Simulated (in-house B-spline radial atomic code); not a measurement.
## Ba4+: [Kr] 4d10 5s2 5p4

Level of theory: Dirac-Kohn-Sham B3LYP, spherical fractional occupations, Fermi nucleus of rms radius 4.8378 fm; calculated with a B-spline radial code for spherical atoms.

Effective charges: Z_r = [3n² - l(l+1)]/(2<r>) from the radius, Z_e = n√(-2ε) from the energy, and Slater's rules. Values are occupation-weighted means over j. An effective charge above Z reflects the relativistic contraction of the inner shells.

| shell | electrons | ε (eV) | <r> (bohr) | Z_r | Z_e | Slater |
| --- | --- | --- | --- | --- | --- | --- |
| 1s | 2 | -37354 | 0.02558 | 58.64 | 52.40 | 55.70 |
| 2s | 2 | -5957.8 | 0.1093 | 54.91 | 41.85 | 51.85 |
| 2p | 6 | -5357.4 | 0.09594 | 52.12 | 39.69 | 51.85 |
| 3s | 2 | -1298.4 | 0.2914 | 46.33 | 29.31 | 44.75 |
| 3p | 6 | -1103.6 | 0.2893 | 43.21 | 27.02 | 44.75 |
| 3d | 10 | -814.75 | 0.2664 | 39.41 | 23.22 | 34.85 |
| 4s | 2 | -290.56 | 0.6733 | 35.65 | 18.49 | 28.25 |
| 4p | 6 | -226.81 | 0.7141 | 32.21 | 16.33 | 28.25 |
| 4d | 10 | -132.38 | 0.7973 | 26.34 | 12.48 | 16.85 |
| 5s | 2 | -72.101 | 1.577 | 23.78 | 11.51 | 10.95 |
| 5p | 4 | -54.55 | 1.784 | 20.46 | 10.01 | 10.95 |

The least bound orbital is 5p3/2 at -53.71 eV, and it is also the most diffuse (<r> = 1.805 bohr).

Spin-orbit splittings of the orbital energies (j = l + 1/2 above j = l - 1/2 when positive): 2p 382.1 eV, 3p 74.23 eV, 3d 15.78 eV, 4p 15.57 eV, 4d 2.662 eV, 5p 2.51 eV.

For the 1s electron the small component carries 4.28 % of the norm, the zero-frequency Breit interaction raises the level by 97.77 eV, self-energy by 56.68 eV, and vacuum polarisation lowers it by 8.19 eV.

The density falls to 0.001 bohr⁻³ at 3.406 bohr; Σ<r²> = 33.424 bohr² gives, by the non-relativistic formula and without the paramagnetism of open shells, a Langevin diamagnetic susceptibility of -26.47×10⁻⁶ cm³/mol.

Caution: exact exchange at fractional occupations of open shells leaves self-interaction of up to several eV.
